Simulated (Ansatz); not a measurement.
Z-matrix (Å, degrees):
```
Si
C 1 1.855
H 1 1.489 2 108.6
H 1 1.487 2 110.9 3 -119.8
H 1 1.489 2 111.3 3 119.0
C 2 1.575 1 117.7 3 -41.0
B 2 1.509 1 121.0 3 27.3
H 2 1.089 1 114.0 3 176.9
H 6 1.087 2 116.7 1 -1.2
H 6 1.087 2 117.0 1 -139.1
Cl 7 1.715 2 147.8 1 77.7
```

Total charge 0; spin multiplicity 1.

(1) List the ωB97M-V/def2-TZVPP orbital energies in eV (Ansatz). (Estimate.)

Answers

(1) The calculation gave: Occupied: -2772.47, -1806.87, -281.47, -281.27, -262.87, -200.35, -200.25, -200.19, -189.31, -147.95, -102.06, -102.06, -102.06, -26.60, -25.07, -19.85, -17.61, -16.38, -15.45, -14.64, -12.93, -12.51, -12.31, -12.02, -11.68, -10.69, -9.59. Lowest empty: 0.77, 1.99, 2.61, 2.97, 3.05, 3.30, 3.55, 4.30.
